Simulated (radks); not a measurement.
Results of a calculation; reference values are marked as such.
Q: Ag4+, configuration [Kr] 4d7. Code: a radial shooting solver on a logarithmic mesh with Libxc functionals. Model: Dirac Kohn-Sham, PBE, spin-unpolarised, spherical densities, point nucleus; open shells are shared between the two j in proportion to 2j + 1. Some entries of the table are withheld. Estimate them.

| orbital | occ. | eigenvalue (eV) | <r^2> (bohr^2) | r(max) (bohr) |
|---|---|---|---|---|
| 1s1/2 | 2 | -25373.71 | 0.001308 | 0.02015 |
| 2s1/2 | 2 | -3784.880 | 0.02140 | 0.1141 |
| 2p1/2 | 2 | (1) | 0.01600 | 0.08819 |
| 2p3/2 | 4 | (2) | 0.01732 | 0.09245 |
| 3s1/2 | 2 | -741.2201 | 0.1552 | 0.3327 |
| 3p1/2 | 2 | -636.3999 | 0.1507 | 0.3192 |
| 3p3/2 | 4 | -605.4378 | 0.1597 | 0.3291 |
| 3d3/2 | 4 | (3) | 0.1407 | (4) |
| 3d5/2 | 6 | (5) | 0.1434 | (6) |
| 4s1/2 | 2 | -151.1687 | (7) | 0.8197 |
| 4p1/2 | 2 | -117.6880 | 1.046 | 0.8545 |
| 4p3/2 | 4 | -112.3613 | 1.107 | 0.8783 |
| 4d3/2 | 2.8 | -60.3249 | 1.664 | 0.9910 |
| 4d5/2 | 4.2 | -59.6014 | 1.696 | 1.000 |

A: 
(1) 2p1/2 eigenvalue (eV): -3521.263
(2) 2p3/2 eigenvalue (eV): -3345.942
(3) 3d3/2 eigenvalue (eV): -419.9984
(4) 3d3/2 r(max) (bohr): 0.2721
(5) 3d5/2 eigenvalue (eV): -413.7605
(6) 3d5/2 r(max) (bohr): 0.2749
(7) 4s1/2 <r^2> (bohr^2): 0.9170
